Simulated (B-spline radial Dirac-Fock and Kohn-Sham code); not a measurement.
## Core and valence levels of Cu²⁶⁺

System: copper as Cu²⁶⁺ in the configuration [He] 2s1; nuclear rms radius 3.8823 fm (A = 63).

Calculated with a radial atomic solver, using Dirac-Fock energy differences between relaxed states, corrected for Breit and QED terms. Electron correlation is not included. Energies are counted from the vacuum level. Subshells whose hole state is unreliable or did not converge are left out.

All terms are in eV, carry their sign (relaxation lowers the binding energy) and add up to the binding energy; ⟨r⟩ is the mean radius of the orbital in the initial state.

```csv
subshell,−ε (Koopmans),relaxation,Gaunt,retardation,QED,binding energy,⟨r⟩ (bohr)
L1,2588.3,-0.01,-0.88,0.10,-0.69,2586.8,0.213
```

For the deepest level, L1 (2s), the Breit terms make up -0.030 % of the binding energy, QED -0.027 % and orbital relaxation 0.000 %.

Going to the tabulated ground configuration of the next ion removes an electron from L1 (2s), computed at 2586.8 eV. NIST lists 2586.954 ± 0.007 eV as the ionisation energy of this species (theoretical), +0.16 eV from the computed value.
